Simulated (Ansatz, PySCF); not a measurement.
CH7AlOSi, SMILES [CH3][Al]([OH])[SiH3]. Atoms are numbered in the order given.

```xyz
11

Al    -0.4888     0.1294    -0.3626
C     -1.7849    -1.2722    -0.7377
H     -2.5674    -0.9232    -1.4309
H     -2.2811    -1.6267     0.1827
H     -1.3056    -2.1592    -1.1881
O     -0.7486     1.6251    -1.1538
H     -0.2047     2.4139    -1.0784
Si     1.4339    -0.1648     1.1475
H      2.2794     1.0670     1.2811
H      2.3379    -1.2666     0.6766
H      0.9926    -0.5450     2.5308
```

Coordinates come from a r2SCAN-D4/def2-SVP optimisation. Other conformers were not sampled.

Two levels are set side by side: PBE-D3(BJ)/def2-SVP (Ansatz, an electronic-structure program) and r2SCAN-D4/def2-SVP (Ansatz). Each level has its own optimised geometry; the coordinates shown are those of the second. Frequencies come from the Hessian of PySCF at each geometry. Differences are taken from unrounded values.

| quantity | r2SCAN-D4 | PBE-D3(BJ) | PBE-D3(BJ) minus r2SCAN-D4 |
|---|---|---|---|
| mean bond length (Å) | 1.489 | 1.499 | 0.009 |
| bond Al1–C2 (Å) | 1.946 | 1.956 | 0.011 |
| bond Al1–O6 (Å) | 1.712 | 1.728 | 0.016 |
| bond Al1–Si8 (Å) | 2.463 | 2.468 | 0.005 |
| bond C2–H3 (Å) | 1.102 | 1.109 | 0.007 |
| bond C2–H4 (Å) | 1.104 | 1.111 | 0.007 |
| bond C2–H5 (Å) | 1.104 | 1.111 | 0.007 |
| bond O6–H7 (Å) | 0.961 | 0.970 | 0.009 |
| bond Si8–H9 (Å) | 1.500 | 1.510 | 0.010 |
| bond Si8–H10 (Å) | 1.501 | 1.511 | 0.010 |
| bond Si8–H11 (Å) | 1.501 | 1.511 | 0.010 |
| highest harmonic wavenumber (cm⁻¹) | 3933 | 3807 | -126 |
| mean harmonic wavenumber (cm⁻¹) | 1186 | 1157 | -29 |
| zero-point energy (kcal/mol) | 45.78 | 44.67 | -1.11 |
